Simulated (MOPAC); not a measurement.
MOPAC input (PM6):

```
PM6 1SCF GEO-OK AUX(PRECISION=9) THREADS=1
F2Se

Se    0.01926100 1   -0.01724600 1    0.40055900 1
F     0.64744200 1    1.14626600 1   -0.74154400 1
F    -0.72020600 1   -1.08111400 1   -0.77168000 1
```

From the output:

```
                                                       MOPAC v23.2.5 Linux

          FINAL HEAT OF FORMATION =        -85.64294 KCAL/MOL =    -358.33007 KJ/MOL

          COSMO AREA              =         82.42 SQUARE ANGSTROMS
          COSMO VOLUME            =         65.60 CUBIC ANGSTROMS

          IONIZATION POTENTIAL    =          9.132189 EV
          HOMO LUMO ENERGIES (EV) =         -9.132 -1.208
          NO. OF FILLED LEVELS    =         10
          MOLECULAR WEIGHT        =        116.9568         POINT GROUP:  C2v

          MOLECULAR DIMENSIONS (Angstroms)

            Atom       Atom       Distance
            F     3    F     2     2.61392
           Se     1    F     3     1.15958
            F     2    F     3     0.00000

          SCF CALCULATIONS        =          1

   ATOM   CHEMICAL          X               Y               Z
  NUMBER   SYMBOL      (ANGSTROMS)     (ANGSTROMS)     (ANGSTROMS)

     1      Se          0.01926100  *  -0.01724600  *   0.40055900  *
     2       F          0.64744200  *   1.14626600  *  -0.74154400  *
     3       F         -0.72020600  *  -1.08111400  *  -0.77168000  *

                             CARTESIAN COORDINATES

   1   Se        0.019261000    -0.017246000     0.400559000
   2    F        0.647442000     1.146266000    -0.741544000
   3    F       -0.720206000    -1.081114000    -0.771680000

           Empirical Formula: Se F2  =     3 atoms

      MOLECULAR POINT GROUP   :   C2v

                  EIGENVALUES
 -41.16005 -41.07941 -21.69148 -16.85164 -16.75756 -16.56789 -16.31977 -14.74015
 -13.23254  -9.13219  -1.20778  -0.92339

              NET ATOMIC CHARGES AND DIPOLE CONTRIBUTIONS

  ATOM NO.   TYPE          CHARGE      No. of ELECS.   s-Pop       p-Pop
    1         Se           0.451530        5.5485     1.97344     3.57503
    2          F          -0.225765        7.2258     1.97950     5.24627
    3          F          -0.225765        7.2258     1.97950     5.24627
 DIPOLE           X         Y         Z       TOTAL
 POINT-CHG.     0.121    -0.108     2.510     2.515
 HYBRID        -0.038     0.034    -0.787     0.789
 SUM            0.083    -0.074     1.722     1.726

          ATOMIC ORBITAL ELECTRON POPULATIONS

     Atom    s        px        py        pz
    1 Se   1.97344   1.65593   1.09138   0.82771
    2  F   1.97950   1.89652   1.65513   1.69462
    3  F   1.97950   1.86127   1.70639   1.67860

 **********************
 *                    *
 * JOB ENDED NORMALLY *
 *                    *
 **********************

 == MOPAC DONE ==
```

The geometry given is a B3LYP-D3(BJ)/def2-TZVP minimum.
